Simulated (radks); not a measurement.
Values are calculated unless marked as measured or tabulated.
Q: The mean radii <r> (bohr) of the occupied orbitals of an atom or ion are listed with their occupations. Level of theory: scalar-relativistic Kohn-Sham, LDA (Slater exchange, Perdew-Zunger correlation), spin-polarised, spherical densities, finite nucleus; Fermi nuclear charge, rms radius of each element as measured or else 0.836 A^(1/3) + 0.57 fm (a radial shooting solver on a logarithmic mesh with Libxc functionals).

orbital  occ.      <r>
1s up       1  0.04867
1s down     1  0.04866
2s up       1   0.2181
2s down     1   0.2181
2p up       3   0.1908
2p down     3   0.1907
3s up       1   0.6475
3s down     1   0.6485
3p up       3   0.6699
3p down     2   0.6714
3d up       5   0.7439
3d down     5   0.7473
4d up       1    2.960

Name the element and its charge. Open shells, if any, are filled with parallel spins first.

A: Z = 31, gallium, charge +3: Ga3+ in [Ne] 3s2 3p5 3d10 4d1. The 1s radius gives Z: for a bare nucleus <r> = (2 gamma + 1)/(2Z) with gamma = sqrt(1 - (Z/c)^2), 0.04755 bohr for Z = 31, and screening makes it slightly larger (0.04867 here). The occupations add up to 28, and the charge is Z minus that.
